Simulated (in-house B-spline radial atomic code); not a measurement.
Checks on a self-consistent run for Sn⁴⁺, [Ne] 3s1 3p6 (3d3/2)3 (3d5/2)6 4s2 4p6 4d10 5s2. Method: Dirac-Hartree-Fock, average of the jj configuration, Fermi nucleus of rms radius 4.6519 fm. Calculated with an all-electron radial atomic-structure program (B-spline basis).

```tsv
orbital	q	ε (Eh)	<1/r>	<r²>	small-component weight
1s1/2	2	-1084.34522	53.0858	0.00114231	0.033736
2s1/2	2	-170.99190	12.3323	0.0184664	0.007165
2p1/2	2	-159.62336	12.2911	0.0137417	0.0071638
2p3/2	4	-151.19597	11.4483	0.0150499	0.0068379
3s1/2	1	-37.46550	4.41805	0.128795	0.0021302
3p1/2	2	-32.38648	4.3311	0.122211	0.0020748
3p3/2	4	-30.90429	4.13456	0.129865	0.0019983
3d3/2	3	-23.05115	3.95377	0.112542	0.0018521
3d5/2	6	-22.75090	3.92846	0.111549	0.0018504
4s1/2	2	-8.32882	1.78005	0.703029	0.00060911
4p1/2	2	-6.65121	1.65625	0.779138	0.00053652
4p3/2	4	-6.33401	1.59614	0.82407	0.00051409
4d3/2	4	-3.54934	1.38817	1.07974	0.00041233
4d5/2	6	-3.51627	1.35262	1.09689	0.00038775
5s1/2	2	-2.02286	0.662971	4.26453	0.00011555
```

Electron-electron repulsion V_ee = 2160.1174 hartree.

Q: What total energy follows from the eigenvalues?

A: The eigenvalues count the repulsion twice, so E = Σqε - V_ee = -3960.856 - 2160.117 = -6120.974 hartree; the run printed -6120.974.

Q: Does the Dirac virial theorem hold?

A: For a point nucleus E = -2c²Σq·w, with w the small-component weight. Here Σq·w = 0.16297 and c = 137.0360, so the ratio E/(-2c²Σq·w) is 1.000048; the finite nucleus accounts for the departure from 1.

Q: What diamagnetic shielding (Lamb formula) and susceptibility (Langevin formula) do the radii give?

A: σ = (α²/3)Σq<1/r> = 294.514/(3·137.036²) = 5227.8 ppm, and χ = -0.79199×10⁻⁶·Σq<r²> = -21.95×10⁻⁶ cm³/mol with Σq<r²> = 27.717 bohr². Both are non-relativistic formulas without the paramagnetism of open shells.
